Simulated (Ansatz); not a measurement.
[TcH9]2- (TcH₉²⁻), 10 atoms. Hardware: 4 threads of Arm Neoverse V1 on a shared host.

In the def2 sets Tc takes a core potential; there is no spin–orbit coupling. Correlated methods freeze no core orbitals; core or outer-core shells of Tc are correlated, in sets that lack core-valence functions. A multiply charged anion in the gas phase is held together partly by the finite basis.

How many basis functions does each of these Ansatz runs have, and roughly what does it cost? CAM-B3LYP-D4/def2-TZVPD, charge -2 singlet, energy, from earlier orbitals; PBE-QIDH/def2-TZVPD, charge -2 singlet, energy, from earlier orbitals; PBE-D4/def2-TZVPD, charge -2 triplet at the geometry of the charge -2 singlet, energy, from earlier orbitals; PBE-D4/def2-TZVPD, charge -2 singlet, relaxation, 5 steps; CCSD(T)/def2-TZVPPD, charge -2 singlet, energy, from earlier orbitals; HF/STO-3G, charge -2 singlet, energy; LC-ωPBE/def2-TZVPD, charge -2 singlet, energy, from earlier orbitals; HSE06-D4/def2-TZVPD, charge -2 singlet, energy, from earlier orbitals; BHLYP-D4/def2-TZVPD, charge -2 singlet, energy, from earlier orbitals; PBE0-D4/def2-TZVPD, charge -2 triplet at the geometry of the charge -2 singlet, energy; r2SCAN-D4/def2-TZVPD, charge -2 singlet, energy and forces, from earlier orbitals; revPBE-D4/def2-TZVPD, charge -2 singlet, energy, from earlier orbitals.

Other jobs shared the machine, so times can vary by a factor of up to 3. A dash marks memory too small to be measured apart from the calling script's.

```csv
run,functions,fitting or Cholesky vectors,wall time,peak host memory (GiB)
"HF/STO-3G, charge -2 singlet, energy",36,465,0.15 s,–
"revPBE-D4/def2-TZVPD, charge -2 singlet, energy, from earlier orbitals",121,813,0.8 s,–
"BHLYP-D4/def2-TZVPD, charge -2 singlet, energy, from earlier orbitals",121,901,0.9 s,–
"LC-ωPBE/def2-TZVPD, charge -2 singlet, energy, from earlier orbitals",121,813,1 s,–
"HSE06-D4/def2-TZVPD, charge -2 singlet, energy, from earlier orbitals",121,833,1 s,–
"CAM-B3LYP-D4/def2-TZVPD, charge -2 singlet, energy, from earlier orbitals",121,826,1.1 s,–
"PBE-QIDH/def2-TZVPD, charge -2 singlet, energy, from earlier orbitals",121,1041,1.4 s,–
"r2SCAN-D4/def2-TZVPD, charge -2 singlet, energy and forces, from earlier orbitals",121,813,1.9 s,–
"PBE-D4/def2-TZVPD, charge -2 singlet, relaxation, 5 steps",121,813,3.5 s,–
"PBE-D4/def2-TZVPD, charge -2 triplet at the geometry of the charge -2 singlet, energy, from earlier orbitals",121,1102,11 s,–
"PBE0-D4/def2-TZVPD, charge -2 triplet at the geometry of the charge -2 singlet, energy",121,1100,15 s,–
"CCSD(T)/def2-TZVPPD, charge -2 singlet, energy, from earlier orbitals",209,1182,66 s,3.2
```
